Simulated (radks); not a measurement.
All-electron atom: Au+ in [Xe] 4f14 5d10 (the NIST ground configuration).

Calculated with a radial shooting solver on a logarithmic mesh with Libxc functionals: scalar-relativistic Kohn-Sham, PBE, spin-polarised, spherical densities, finite nucleus; Fermi nuclear charge, rms radius 5.4371 fm.

Energy parts (eV):
part                       energy
total                  -517214.26
kinetic                 578364.28
electron-nucleus      -1286044.77
Hartree                 200317.51
exchange-correlation     -9851.29

Orbitals (lengths in bohr, moments of r in powers of bohr; r(90%) holds 90 % of the orbital's charge):
[
 {"orbital": "1s", "occ.": "2", "eigenvalue (eV)": "-80749.91", "r(90%)": "0.0308"},
 {"orbital": "2s", "occ.": "2", "eigenvalue (eV)": "-14255.36", "r(90%)": "0.111"},
 {"orbital": "2p", "occ.": "6", "eigenvalue (eV)": "-12329.13", "r(90%)": "0.105"},
 {"orbital": "3s", "occ.": "2", "eigenvalue (eV)": "-3371.136", "r(90%)": "0.270"},
 {"orbital": "3p", "occ.": "6", "eigenvalue (eV)": "-2812.101", "r(90%)": "0.277"},
 {"orbital": "3d", "occ.": "10", "eigenvalue (eV)": "-2213.801", "r(90%)": "0.260"},
 {"orbital": "4s", "occ.": "2", "eigenvalue (eV)": "-738.2758", "r(90%)": "0.583"},
 {"orbital": "4p", "occ.": "6", "eigenvalue (eV)": "-554.8859", "r(90%)": "0.629"},
 {"orbital": "4d", "occ.": "10", "eigenvalue (eV)": "-334.3688", "r(90%)": "0.684"},
 {"orbital": "4f", "occ.": "14", "eigenvalue (eV)": "-89.5897", "r(90%)": "0.801"},
 {"orbital": "5s", "occ.": "2", "eigenvalue (eV)": "-116.7977", "r(90%)": "1.33"},
 {"orbital": "5p", "occ.": "6", "eigenvalue (eV)": "-68.3464", "r(90%)": "1.56"},
 {"orbital": "5d", "occ.": "10", "eigenvalue (eV)": "-15.3286", "r(90%)": "2.47"}
]

The highest occupied level is 5d at -15.329 eV. Summed over all electrons, <r^2> = 48.34 bohr^2, which gives a Langevin (diamagnetic) susceptibility term of -38.3 x 10^-6 cm^3/mol. The electron density at the nucleus is 2.302e+06 e/bohr^3 (large components only).
